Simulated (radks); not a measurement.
Problem. The mean radii <r> (bohr) of the occupied orbitals of an atom or ion are listed with their occupations. All-electron calculation, scalar-relativistic Kohn-Sham, r2SCAN, spin-polarised, spherical densities, finite nucleus; meta-GGA in the generalised Kohn-Sham scheme; Fermi nuclear charge, rms radius of each element as measured or else 0.836 A^(1/3) + 0.57 fm. Program: a radial shooting solver on a logarithmic mesh with Libxc functionals.

orbital  occ.      <r>
1s up       1  0.02001
1s down     1  0.02001
2s up       1  0.08486
2s down     1  0.08486
2p up       3  0.07542
2p down     3  0.07542
3s up       1   0.2207
3s down     1   0.2206
3p up       3   0.2201
3p down     3   0.2201
3d up       5   0.1999
3d down     5   0.1999
4s up       1   0.4981
4s down     1   0.4981
4p up       3   0.5285
4p down     3   0.5285
4d up       5   0.5720
4d down     5   0.5722
5s up       1    1.231
5s down     1    1.235
5p up       3    1.454
5p down     3    1.460
4f up       7   0.7913
4f down     6   0.8017

Name the element and its charge. Open shells, if any, are filled with parallel spins first.

Solution. Z = 69, thulium, charge +2: Tm2+ in [Xe] 4f13. The 1s radius gives Z: for a bare nucleus <r> = (2 gamma + 1)/(2Z) with gamma = sqrt(1 - (Z/c)^2), 0.01977 bohr for Z = 69, and screening makes it slightly larger (0.02001 here). The occupations add up to 67, and the charge is Z minus that.
